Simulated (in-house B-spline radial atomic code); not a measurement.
Ionisation energies along the 1-electron series, configuration 1s1, as differences of self-consistent energies. NIST's values go from ground level to ground level; the uncertainty of those that are theory runs from under 0.1 % in few-electron ions to several per cent in heavy many-electron ones. Computed with a radial B-spline atomic code at the basis-set limit: non-relativistic Hartree-Fock, average of the configuration, point nuclei.

This level leaves out relativity, spin-orbit splitting included, which matters for heavy ions.

```tsv
ion	configuration after	ionisation energy (eV)	IE/(q+1)² (eV)	-ε less Coulomb ΔSCF (eV)	tabulated value (eV)	tabulated kind	computed minus tabulated (eV)
Cl16+	bare	3932.0	13.606	5.7146e-09	3946.292	tabulated theory	-14
Ar17+	bare	4408.2	13.606	6.5305e-09	4426.224	tabulated theory	-18
K18+	bare	4911.7	13.606	7.3472e-09	4934.05	tabulated theory	-22
Ca19+	bare	5442.3	13.606	8.1632e-09	5469.864	tabulated theory	-28
Sc20+	bare	6000.1	13.606	8.9799e-09	6033.756	tabulated theory	-34
Ti21+	bare	6585.2	13.606	9.7958e-09	6625.81	tabulated theory	-41
V22+	bare	7197.4	13.606	1.0613e-08	7246.126	tabulated theory	-49
Cr23+	bare	7836.9	13.606	1.1701e-08	7894.803	tabulated theory	-58
Mn24+	bare	8503.6	13.606	1.2517e-08	8571.954	tabulated theory	-68
Fe25+	bare	9197.4	13.606	-1.3606e-08	9277.689	tabulated theory	-80
Co26+	bare	9918.6	13.606	-1.2517e-08	10012.13	tabulated theory	-94
Ni27+	bare	10666.9	13.606	-1.1429e-08	10775.4	tabulated theory	-109
Cu28+	bare	11442.4	13.606	-1.034e-08	11567.62	tabulated theory	-125
Zn29+	bare	12245.1	13.606	-8.9791e-09	12388.94	tabulated theory	-144
Ga30+	bare	13075.1	13.606	-7.8917e-09	13239.5	tabulated theory	-164
Ge31+	bare	13932.2	13.606	-6.5305e-09	14119.45	tabulated theory	-187
As32+	bare	14816.6	13.606	-5.1694e-09	15028.92	tabulated theory	-212
Se33+	bare	15728.2	13.606	-3.8082e-09	15968.11	tabulated theory	-240
Br34+	bare	16667.0	13.606	-2.4501e-09	16937.15	tabulated theory	-270
Kr35+	bare	17633.0	13.606	-1.0889e-09	17936.24	tabulated theory	-303
Rb36+	bare	18626.2	13.606	5.4447e-10	18965.55	tabulated theory	-339
Sr37+	bare	19646.6	13.606	1.9056e-09	20025.27	tabulated theory	-379
Zr39+	bare	21769.1	13.606	5.1694e-09	22236.71	tabulated theory	-468
```
